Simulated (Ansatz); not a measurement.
Molecule: TaO, charge 0, multiplicity 2. The spin state was set by rule; other spins were not relaxed. 
Structure (B3LYP-D3(BJ)/def2-TZVP (Ansatz, an electronic-structure program) minimum search):
```
Ta
O 1 1.6934
```
Charge 0, spin multiplicity 2.

Total electronic energies in hartree. Valence correlation only, unless marked. UHF or UKS for open shells. Spin-orbit coupling is left out. Frozen are the shells of the preceding noble gas and the d and f shells that filled before the atom's block. In def2 rows, elements after Kr have scalar-relativistic effective core potentials. CBS marks a two-point X^-3 extrapolation of the correlation energy; Hartree-Fock from the larger set. [CCSD(T)-MP2]/basis is that difference in the basis named.

The UHF reference is spin-contaminated (<S^2> 0.39 over the pure value in the largest basis). The T1 diagnostic of CCSD in the largest basis is 0.077, which is high, so the coupled-cluster rows are less sure than usual.

| level | program | energy (Eh) |
|---|---|---|
| HF/def2-TZVPP | Ansatz | -131.25390 |
| RI-HF/def2-TZVPPD | Ansatz | -131.25452 |
| RI-HF/def2-QZVPP | Ansatz | -131.25883 |
| PBE-D3(BJ)/def2-TZVPD | Ansatz + dftd3 | -132.18599 |
| BLYP-D4/def2-TZVPD | Ansatz + dftd4 | -132.22153 |
| PBE0/def2-TZVPD | Ansatz | -132.12782 |
| PBE0/def2-QZVPP | Ansatz | -132.13543 |
| r2SCANh-D4/def2-TZVPD | Ansatz + dftd4 | -132.18789 |
| r2SCAN0-D4/def2-TZVPD | Ansatz + dftd4 | -132.14583 |
| MP2/def2-QZVPPD | Ansatz | -131.65261 |
| RI-MP2/def2-QZVPPD | Ansatz | -131.65253 |
| SCS-MP2/def2-TZVPPD | Ansatz | -131.60904 |
| CCSD/def2-TZVPP | Ansatz | -131.61738 |
| RI-MP2/CBS(def2-TZVPPD,def2-QZVPPD)+[CCSD(T)-MP2]/def2-QZVPPD | Ansatz | -131.6859 |
| CCSD(T)/CBS(def2-TZVPPD,def2-QZVPPD) | Ansatz | -131.6853 |

Totals of different functionals don't rank their quality; only differences between species are comparable.
